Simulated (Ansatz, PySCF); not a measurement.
Gas-phase reaction (SMILES): CC(=O)C(C)=O -> 2 C[C]=O; the C-C bond at the site shown breaks (other sites are not compared here).

Geometries: B3LYP-D3(BJ)/def2-TZVP minima from Ansatz (a first-principles code), one conformer each, not searched for the lowest. Correlated levels leave the core frozen unless marked. UHF or UKS for open shells. Spin-orbit coupling is left out. No relativistic terms. Basis-set limits of correlation are two-point, X^-3; Hartree-Fock from the larger set. [CCSD(T)-MP2]/basis is that difference in the basis named. Thermal terms are rigid-rotor harmonic-oscillator values from B3LYP-D3(BJ) frequencies (Ansatz or PySCF) at 298.15 K and 1 atm. 1 Eh = 627.5095 kcal/mol. Electronic entropy comes from spin alone.

```json
[
 {"species": "CC(=O)C(C)=O", "E, RI-MP2/CBS(cc-pVTZ,cc-pVQZ)+[CCSD(T)-MP2]/cc-pVTZ (Ansatz) (Eh)": "-306.14824", "E, PBE-D3(BJ)/def2-TZVPD (Ansatz + dftd3) (Eh)": "-306.24688", "H - E (Eh)": "0.10104", "G - E (Eh)": "0.06198"},
 {"species": "C[C]=O", "E, RI-MP2/CBS(cc-pVTZ,cc-pVQZ)+[CCSD(T)-MP2]/cc-pVTZ (Ansatz) (Eh)": "-153.01226", "E, PBE-D3(BJ)/def2-TZVPD (Ansatz + dftd3) (Eh)": "-153.06542", "H - E (Eh)": "0.04793", "G - E (Eh)": "0.01745"}
]
```

**Question.** Work out ΔE and ΔH, ΔG, ΔS and the equilibrium constant at 298.15 K at the first level, then ΔH at the second.

**Answer.** 
1. ΔE = [2×(-153.01226)] - [(-306.14824)] = 0.12372 Eh = 77.6 kcal/mol at RI-MP2/CBS(cc-pVTZ,cc-pVQZ)+[CCSD(T)-MP2]/cc-pVTZ.
2. The terms H - E add up to -0.00518 Eh, so ΔH = (0.12372 + (-0.00518))×627.5095 = 74.4 kcal/mol.
3. The terms G - E add up to -0.02708 Eh, so ΔG = 60.6 kcal/mol, and ΔS = (-0.00518 - (-0.02708))×627509.5/298.15 = 46.1 cal/(mol K).
4. log10 K = -ΔG/(RT ln 10) = -44.4, with RT ln 10 = 1.3642 kcal/mol.
5. With ΔH and ΔS taken as constant, ΔG changes sign near ΔH/ΔS = 1610 K, a rough figure that leaves out heat capacities.
6. At PBE-D3(BJ)/def2-TZVPD the same steps give ΔE = 72.8 and ΔH = 69.6 kcal/mol, a shift of -4.8 from the first level.
7. Tabulated enthalpies of formation (CC(=O)C(C)=O -78.0 kcal/mol, ATcT 1.112; C[C]=O -2.3 kcal/mol, ATcT 1.112) give ΔH = 73.4, so the errors are +1.0 and -3.8 kcal/mol; the tables hold anharmonic motion, scalar relativity, spin-orbit effects, and any other conformers, which both levels lack, and core correlation, which the frozen-core level lacks.
